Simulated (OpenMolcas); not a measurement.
## SnNH4 (SMILES [NH2][SnH2]): name the method

The species is SnNH4 (6 atoms), meant as a doublet with charge 0. SMILES: `[NH2][SnH2]`. Geometry: a GFN2-xTB relaxation, a rough one for these elements and not checked as a minimum. This is one conformer, not always the lowest.

```xyz
6

N    -0.1225   -0.9383    0.0808
Sn    0.7475    0.9383   -0.0274
H    -0.0428   -1.6056   -0.6720
H    -0.1537   -1.4550    0.9474
H    -0.0971    1.3954   -1.5718
H    -0.3313    1.6652    1.2431
```

A calculation with OpenMolcas 26.06 gave:

```yaml
total_energy: -271.3732 Eh
dipole_moment: 1.64 D
HOMO_energy: -6.28 eV
LUMO_energy: -3.35 eV
⟨S²⟩: 0.760
```

Task: Which of these levels gave the numbers?
A. TPSS0/def2-TZVPD (Cholesky decomposition, core potential)
B. B3LYP/def2-TZVP (core potential)
C. HF/3-21G
D. HF/def2-SVP (core potential)

Result: A. The others give -6052.6934 Eh (HF/3-21G), -271.5144 Eh (B3LYP/def2-TZVP (core potential)), -270.0235 Eh (HF/def2-SVP (core potential)).
